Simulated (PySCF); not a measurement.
A calculated (PBE0, PySCF 2.14, x2c-QZVPPall, scalar relativity by spin-free X2C-1e) atom or ion has these occupied shells.

```
shell  electrons  orbital energy (eV)  rms radius, mean of both spins (bohr)
 1s α          1              -1553.0                                  0.139
 1s β          1              -1552.9                                  0.139
 2s α          1              -135.57                                  0.681
 2s β          1              -135.20                                  0.681
 2p α          3              -95.006                                  0.675
 2p β          3              -94.752                                  0.675
 3s α          1              -25.501                                   2.35
```

Name the element and its charge.

Al(2+) (aluminium, charge +2), in [Ne] 3s1, 2S determinant.
